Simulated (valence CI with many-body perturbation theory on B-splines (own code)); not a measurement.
## Xe3+ in brief

Calculated by valence CI with perturbative core correlation (CI+MBPT): five valence electrons over a frozen Dirac-Fock core [Kr] 4d10, radial functions for each j: 9 s, 9 p, 8 d, 6 f, 3 g, 1 h, with the one-electron correlation potential Σ1, the two-electron term Σ2, the three-electron term Σ3, Breit, model QED; selected CI, second order for the rest, scaled by the run's own slope (own B-spline code, finite nucleus).

Set against measurement, 31 paired levels are off by 163 cm⁻¹ on average, the worst by 421. These come from a selection out of Saloman, J. Phys. Chem. Ref. Data 33, 765 (2004). Levels without a partner in it may be off by more. Among the levels kept, up to 1800 cm⁻¹ of a level comes from second order outside the variational space, and about a tenth of that is noise between levels of different J, which matters for small intervals. 3 measured levels below the end of the list, from 133027 cm⁻¹ on, found no clear computed partner, and computed levels of the same name lie up to 507 cm⁻¹ from them.

Rates and lifetimes use the calculated energies. Strong lines usually hold to 10 to 20 %, long lifetimes can be off by a factor of two.

Problem. What is the ground level?

Solution. 5s2 5p3 4S°_3/2, composition 82 % 5s2 5p3 4S° + 12 % 5s2 5p3 2P° + 3 % 5s2 5p3 2D°, g = 1.877.

Problem. Among levels below 172000 cm⁻¹, which E1 lines absorb most strongly from the ground level?

Solution. to 5s2 5p2 5d 4P_5/2 at 62.52 nm, f = 1.68; to 5s2 5p2 5d 4P_3/2 at 61.82 nm, f = 1.03; to 5s2 5p2 5d 4P_1/2 at 61.28 nm, f = 0.525.

Problem. What is the ionisation energy?

Solution. 42.353 eV; NIST lists 42.2 ± 0.2 eV (measured).

Problem. Where does the other parity begin?

Solution. At 5s 5p4 4P_5/2, 99348 cm⁻¹.

Problem. What are the static dipole polarisabilities of the lowest levels?

Solution. 5s2 5p3 4S°_3/2 9.30; 5s2 5p3 2D°_3/2 9.44 (tensor 0.11); 5s2 5p3 2D°_5/2 9.53; 5s2 5p3 2P°_1/2 9.64 bohr³, of which the core gives 0.835.
